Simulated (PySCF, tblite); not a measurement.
Compound: C3H11FSSi3.
Atom-mapped SMILES: `[F:1]/[C:2]([SiH3:3])=[CH:4]/[CH2:5][SiH2:6][S:7][SiH3:8]` (hydrogens: H9, H10, H11 on Si3; H12 on C4; H13, H14 on C5; H15, H16 on Si6; H17, H18, H19 on Si8)

Cartesian coordinates in Å at the GFN2-xTB level; atoms count from 1:
```
atom  x, y, z in Å
F1    -3.401   -0.881    1.382
C2    -2.466   -0.246    0.608
Si3   -3.188    0.569   -0.941
C4    -1.207   -0.301    1.025
C5    -0.061    0.277    0.285
Si6    0.885   -1.107   -0.630
S7     2.498   -0.278   -1.784
Si8    3.867    0.514   -0.329
H9    -2.666   -0.123   -2.122
H10   -2.786    1.978   -0.963
H11   -4.639    0.444   -0.850
H12   -0.972   -0.831    1.940
H13    0.610    0.781    0.984
H14   -0.409    1.016   -0.437
H15    1.449   -2.055    0.329
H16    0.054   -1.756   -1.631
H17    4.065   -0.493    0.707
H18    3.291    1.725    0.246
H19    5.065    0.779   -1.103
```

Computed, not measured: PBE0/pcSseg-1 in PySCF (dipole) on a GFN2-xTB geometry, gas phase.

Take the most abundant isotopes and a rigid rotor. The values belong to one conformer with, in the numbering `[F:1]/[C:2]([SiH3:3])=[CH:4]/[CH2:5][SiH2:6][S:7][SiH3:8]`, C2–C4–C5–Si6 -102°, C4–C5–Si6–S7 177°, C5–Si6–S7–Si8 66°.

Task: What are A, B and C (GHz)?

Result: Ia = 232.08, Ib = 1444.96, Ic = 1520.34 u·Å²; 505379 MHz·u·Å²/I gives 2178, 349.8 and 332.4 MHz, that is A = 2.1776, B = 0.3498, C = 0.3324 GHz.

Task: What kind of rotor is it?

Result: A near-prolate asymmetric top: κ = (2 × 349.8 − 2178 − 332.4)/(2178 − 332.4) = -0.98.

Task: Is it planar, by Δ = Ic − Ia − Ib?

Result: Not planar: Δ = Ic − Ia − Ib = -156.70 u·Å². For a rigid frame Δ = −2 Σ m c², so Σ m c² = 78.35 u·Å² lies off the ab plane: 17.71 from hydrogen and 60.64 from heavier atoms. The atom farthest from that plane is 2.05 Å away.

Task: Give the other two planar moments, Paa and Pbb, and the rms extents of the mass along the axes.

Result: Paa = Σ m a² = (Ib + Ic − Ia)/2 = 1366.61 and Pbb = Σ m b² = (Ia + Ic − Ib)/2 = 153.73 u·Å². With the mass M = 181.99 u, the rms extents √(P/M) along a, b and c are 2.74, 0.92, 0.66 Å.

Task: Which types of transition are allowed, and where do some lines up to J = 2 fall?

Result: The dipole components are |μa| = 0.89 D, |μb| = 0.69 D, |μc| = 1.20 D. The squared components, which scale the intensities, stand as 0.54 : 0.33 : 1.00 (a : b : c). Some lines, for components of 0.1 D or more:

| type | branch | J(Ka,Kc) | MHz | lower level (cm⁻¹) |
| --- | --- | --- | --- | --- |
| a | R | 1(0,1) ← 0(0,0) | 682 | 0.000 |
| a | R | 2(1,2) ← 1(1,1) | 1347 | 0.084 |
| a | R | 2(0,2) ← 1(0,1) | 1364 | 0.023 |
| c | Q | 2(1,2) ← 2(0,2) | 1811 | 0.068 |
| c | Q | 1(1,1) ← 1(0,1) | 1828 | 0.023 |
| b | Q | 1(1,0) ← 1(0,1) | 1845 | 0.023 |
| b | R | 1(1,1) ← 0(0,0) | 2510 | 0.000 |
| c | R | 1(1,0) ← 0(0,0) | 2527 | 0.000 |
| b | R | 2(1,2) ← 1(0,1) | 3175 | 0.023 |
| c | R | 2(1,1) ← 1(0,1) | 3227 | 0.023 |
| c | Q | 2(2,1) ← 2(1,1) | 5483 | 0.130 |
| b | Q | 2(2,1) ← 2(1,2) | 5535 | 0.129 |
| c | R | 2(2,0) ← 1(1,0) | 6865 | 0.084 |
| c | R | 2(2,1) ← 1(1,1) | 6882 | 0.084 |

Task: Estimate the classical rotational partition function at 25 K, 100 K and 500 K.

Result: Point group C1, symmetry number σ = 1; q = (√π/σ)·√((kT/h)³/(ABC)), k/h = 20836.6 MHz/K: 41900 at 25 K, 335000 at 100 K, 3750000 at 500 K.

Its GFN2-xTB frequencies are all real (lowest 16 cm⁻¹). Zero-point vibration and centrifugal distortion are left out. A rigid rotor knows nothing of internal rotation, which can split or shift real lines.

Hardware: an Arm Neoverse N1 with one thread (shared host). Cost: 82 s of wall time, 1.0 GiB resident at most. This is the PBE0/pcSseg-1 job that gave the dipole, with the shieldings it also computed.
